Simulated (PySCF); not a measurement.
Spectroscopy problems

Method: GFN2-xTB geometry, shieldings: GIAO PBE0/pcSseg-1, in PySCF 2.14.0 with density-fitted response routines (non-relativistic, one averaged value for each set of equivalent atoms, one computed conformer, gas phase).

Shifts are taken against calculated references (same method and geometry level): 1H (σ = 31.72 ppm), 13C (σ = 186.93 ppm) against TMS. Where no couplings were computed, multiplicities follow the n + 1 count of equivalent neighbours, and m marks all less simple cases (inequivalent or close neighbours, rings, F or P nearby). Shifts are as computed. Against solution values, carbons near 30 ppm lie about +3 ppm off and those near 130 ppm about +5 ppm. Of 1309 compounds with measured shifts, 239 miss one by over three times the rms of a fit or turn the order of signals round; such compounds aren't used in these exercises.

Task: C$_{8}$H$_{14}$Si. 1H NMR (500 MHz, computed): δ 4.23 (m, 1H), 3.99 (m, 1H), 2.60 (m, 1H), 2.58 (m, 1H), 1.94 (m, 1H), 1.84 (m, 1H), 1.72 (d, 1H), 1.45 (m, 1H), 1.16 (d, 3H), 0.19 (m, 3H). 13C{1H} NMR (computed): δ 94.6 (C), 76.5 (CH), 38.9 (CH2), 36.7 (CH), 30.9 (CH), 26.0 (CH3), 23.3 (CH), -8.3 (CH3). Identify the compound.

Result: `C#C[C@@H]1C[C@H](C)[C@H]1[SiH2]C`. The formula gives 3 degrees of unsaturation (1 ring in the answer). 8 carbon signals for 8 carbons: no two carbons are equivalent. Carbon types of the structure: 1 × C, 4 × CH, 1 × CH2, 2 × CH3, leaving 2 H on heteroatoms. δC 94.6: alkyne carbon; the triple bond shields along its axis, which puts it between sp3 and sp2 carbons. δC 76.5: terminal alkyne carbon; sp carbons lie upfield of alkene carbons because the cylindrical π system leaves one tensor component strongly shielded. δC 26.0: methyl carbon; saturated and bonded to C and H only. δC 23.3: propargylic sp3 CH; a saturated carbon with 3 carbon neighbours and no heteroatom attached.

The shifts were computed for this structure.

Task: C$_{6}$H$_{9}$NOSi. 1H NMR (400 MHz, computed): δ 4.62 (s, 1H), 4.33 (m, 2H), 4.31 (m, 2H), 2.46 (m, 2H), 1.05 (m, 2H). 13C{1H} NMR (computed): δ 182.5 (C), 123.1 (C), 78.5 (CH), 66.1 (CH2), 13.4 (CH2), 9.4 (CH2). Identify the compound.

Result: `N#C/C=C1\C[SiH2]CCO1`. Rings plus π bonds: 4 (1 ring in the answer). 6 carbon signals for 6 carbons: no two carbons are equivalent. Carbon types of the structure: 2 × C, 1 × CH, 3 × CH2, leaving 2 H on heteroatoms. δC 182.5: alkene carbon bearing oxygen; an sp2 carbon further deshielded by the attached heteroatom. δC 123.1: nitrile carbon; typical of a nitrile. δC 78.5: β carbon of an enol-ether or enamine type C=C; the O or N lone pair pushes π density onto this β carbon and shields it. δC 66.1: sp3 CH2 bonded to O; deshielded by the electronegative neighbour.

This is the structure that produced the data.
